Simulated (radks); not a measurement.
Trend from B3+ to Ne3+: ionisation energy by Delta-SCF between NIST ground configurations, and size. Calculated with a radial shooting solver on a logarithmic mesh with Libxc functionals: non-relativistic Kohn-Sham, PBE, spin-polarised, spherical densities, point nucleus; open shells are filled with parallel spins first.

| species | configuration | configuration of the ion | IE (eV) | NIST (eV) | kind | outermost | <r> outermost (bohr) |
|---|---|---|---|---|---|---|---|
| B3+ | [He] | 1s1 | 258.72 | 259.37 | theory | 1s | 0.327 |
| C3+ | [He] 2s1 | [He] | 64.921 | 64.494 | exp. | 2s | 1.27 |
| N3+ | [He] 2s2 | [He] 2s1 | 76.444 | 77.474 | exp. | 2s | 1.11 |
| O3+ | [He] 2s2 2p1 | [He] 2s2 | 77.644 | 77.414 | exp. | 2s | 0.984 |
| F3+ | [He] 2s2 2p2 | [He] 2s2 2p1 | 87.819 | 87.18 | semi-emp. | 2s | 0.888 |
| Ne3+ | [He] 2s2 2p3 | [He] 2s2 2p2 | 97.666 | 97.190 | semi-emp. | 2s | 0.810 |

Reference values: NIST Atomic Spectra Database (exp. = measured, semi-emp. = semi-empirical, theory = theoretical value adopted there). Open shells are spherical and high-spin; term and fine-structure splittings are not resolved.
